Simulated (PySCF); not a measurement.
Se(OH)(NMe2) (C₂H₇NOSe), SMILES CN(C)[Se]O. Geometry optimised at PBE-D3(BJ)/def2-SVP. Other conformers were not sampled.

Method: PBE-D3(BJ)/def2-SVP in PySCF.

Harmonic wavenumbers (cm⁻¹): 106, 111, 207, 224, 317, 319, 349, 451, 555, 579, 960, 1016, 1024, 1066, 1108, 1207, 1216, 1361, 1383, 1396, 1411, 1420, 1438, 2907, 2918, 2990, 2995, 3075, 3082, 3666. Rotational constants (GHz): 4.993, 2.118, 2.086; symmetry number 1.

Question: Work out the zero-point energy and the ideal-gas rigid-rotor harmonic-oscillator thermochemistry at 298.15 K and 1 atm.

Answer: ZPE = ½ Σ hcν = ½ × 40853 cm⁻¹ = 244.36 kJ/mol. H − E(el) = 266.17 kJ/mol. Entropy in J/(mol K): translation 170.38, rotation 113.30, vibration 70.41, total 354.09. G − E(el) = 160.60 kJ/mol. Cp = 111.45 J/(mol K). Modes under 150 cm⁻¹ make the vibrational entropy uncertain.
